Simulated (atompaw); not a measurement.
# Pseudopotential generation for Ta: PAW (atompaw), PBE, scalar-relativistic.

Input for atompaw 4.2.0.5:

```
Ta 73
GGA-PBE scalarrelativistic loggrid 2001 logderivrange -7 5 301
6 6 5 4 0 0
6 0 1.75
6 1 0.25
5 2 3
0 0 0
c
c
c
c
v
v
c
c
c
v
v
c
c
v
c
2
2.45 2.30 1.70 2.10
n
n
y
1
n
custom polynom2 7 10 vanderbiltortho besselshape
3 1 troulliermartins
1.60
2.45
1.50
2.45
2.45
2.45
PWSCFOUT
UPFDX 0.0125d0 UPFXMIN -7.d0 UPFZMESH 73.d0
END
```

Command:

```bash
atompaw < Ta.input > Ta.log
```

Output (summary file):

```
Completed calculations for Ta (AE)

 Exchange-correlation type: GGA, Perdew-Burke-Ernzerhof

 Radial integration grid is logarithmic
 r0 =   9.3554737E-05 h =   6.8294958E-03   n =      2001 rmax =   8.0000000E+01

 Scalar relativistic calculation

 AEatom converged in  47 iterations
   nz     =  73.00
   delta  =       5.855623193179E-15

 All Electron Orbital energies:
  n  l      occupancy      energy
  1  0      2.0000000E+00 -4.9517906E+03
  2  0      2.0000000E+00 -8.5078418E+02
  3  0      2.0000000E+00 -1.9492314E+02
  4  0      2.0000000E+00 -3.9765186E+01
  5  0      2.0000000E+00 -5.3948334E+00
  6  0      1.7500000E+00 -4.1912976E-01
  2  1      6.0000000E+00 -7.4550565E+02
  3  1      6.0000000E+00 -1.6361549E+02
  4  1      6.0000000E+00 -2.9497246E+01
  5  1      6.0000000E+00 -2.9250754E+00
  6  1      2.5000000E-01 -1.1680671E-01
  3  2      1.0000000E+01 -1.2710997E+02
  4  2      1.0000000E+01 -1.6360082E+01
  5  2      3.0000000E+00 -2.8914644E-01
  4  3      1.4000000E+01 -1.8448647E+00

 Total energy
   Total                    :   -31209.04380489707910

 ---
 Completed calculations for Ta (SC)

 Exchange-correlation type: GGA, Perdew-Burke-Ernzerhof

 Radial integration grid is logarithmic
 r0 =   9.3554737E-05 h =   6.8294958E-03   n =      2001 rmax =   8.0000000E+01

 Scalar relativistic calculation

 SCatom converged in   4 iterations
   nz     =  73.00
   delta  =       1.136642877918E-15

 Valence Electron Orbital energies:
  n  l      occupancy      energy
   5  0      2.0000000E+00 -5.3948334E+00
   6  0      1.7500000E+00 -4.1912976E-01
   5  1      6.0000000E+00 -2.9250754E+00
   6  1      2.5000000E-01 -1.1680671E-01
   5  2      3.0000000E+00 -2.8914644E-01

 Total energy
   Total                    :   -31209.04380486547234
   Valence                  :     -726.33497317273941

 PAW parameters:
       lmax =            2
         rc =    2.4570141497412199
        irc =         1491
   rc_shape =    2.3105347150828042
    rc_vloc =    1.7108100402959190
    rc_core =    2.1142323065446451
   Vloc: Norm-conserving Troullier-Martins with l= 3;e=   1.0000E+00
   Projector type: improved polynomial pseudization + Vanderbilt ortho.
   Bessel compensation charge shape zeroed at   2.3105E+00

 Number of basis functions     6
 No.   n  nodes  l      Energy         Cp coeff         Occ
  1    5    4    0   -0.5394833E+01  0.8456889E-01  0.2000000E+01
  2    6    5    0   -0.4191298E+00  0.2694589E+01  0.1750000E+01
  3    5    3    1   -0.2925075E+01  0.2847441E+00  0.6000000E+01
  4    6    4    1   -0.1168067E+00  0.1439091E+02  0.2500000E+00
  5    5    2    2   -0.2891464E+00 -0.1622198E+02  0.3000000E+01
  6  999    3    2    0.1000000E+01 -0.1231398E+01  0.0000000E+00

 Eigenvalues of overlap operator (in the basis of projectors):
    1        1.98568623E-01
    2        5.46352618E-01
    3        6.69005826E-01
    4        2.07585188E+02
    5        1.26607600E+04
    6        1.64659108E+04

 Orbital leakage outside PAW augmentation regions
   orb  is_core?  %out_of_sphere
   1 0    T           0.00
   2 0    T           0.00
   3 0    T           0.00
   4 0    T           0.00
   5 0    F           0.30
   6 0    F          75.42
   2 1    T           0.00
   3 1    T          -0.00
   4 1    T           0.00
   5 1    F           1.92
   6 1    F          94.08
   3 2    T           0.00
   4 2    T           0.00
   5 2    F          33.27
   4 3    T           0.12

 Summary of PAW energies
   Total valence energy     :   -726.33495362212295
   Smooth energy            :    -42.46803359332800
   One center               :   -683.86692002879499
   Smooth kinetic           :     32.79826131737254
   Vloc energy              :    -70.01454002015791
   Smooth exch-corr         :    -14.95574456851580
   One-center xc            :   -615.18384425607860
```

Note: ghost state, extra bound levels that the all-electron valence spectrum of the same l lacks: s at -102.1 eV. A true bound ghost makes a file unfit for plane-wave use.

The run took about 24 s on one core of a shared server CPU.
